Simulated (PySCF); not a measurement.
CH5BOS2.

```xyz
10

B      0.1163    -0.1369     0.0000
O      1.1800     0.6946     0.0000
C      1.0541     2.0958     0.0000
H      0.5153     2.4490    -0.8952
H      0.5153     2.4490     0.8952
H      2.0628     2.5302     0.0000
S      0.3959    -1.9320     0.0000
H      1.7430    -1.8375     0.0000
S     -1.5815     0.5333     0.0000
H     -2.2118    -0.6591     0.0000
```

Geometry: PBE0-D3(BJ)/def2-SVP. This is a generated structure with no PubChem entry under its InChIKey; it may be hypothetical. Other conformers were not sampled.

All values below come from PBE/pcSseg-1 (PySCF). Non-relativistic, no solvent.

Problem. Give the absolute GIAO shielding of each atom: isotropic value and principal components (ppm). (The exact figures need the calculation; the answer reports its results.)

Solution. 
| atom | σ(iso) | σ11 | σ22 | σ33 | span |
|---|---|---|---|---|---|
| B1 | 52.8 | 27.7 | 45.7 | 85.1 | 57.4 |
| O2 | 178.3 | 14.6 | 196.8 | 323.5 | 308.9 |
| C3 | 123.3 | 94.4 | 96.3 | 179.3 | 85.0 |
| H4 | 27.5 | 23.8 | 25.6 | 33.0 | 9.3 |
| H5 | 27.5 | 23.8 | 25.6 | 33.0 | 9.3 |
| H6 | 27.3 | 23.2 | 25.5 | 33.2 | 10.0 |
| S7 | 584.9 | 421.8 | 540.2 | 792.7 | 370.9 |
| H8 | 29.0 | 22.5 | 26.2 | 38.3 | 15.7 |
| S9 | 583.6 | 467.9 | 600.8 | 682.0 | 214.1 |
| H10 | 29.2 | 22.5 | 28.3 | 36.9 | 14.4 |
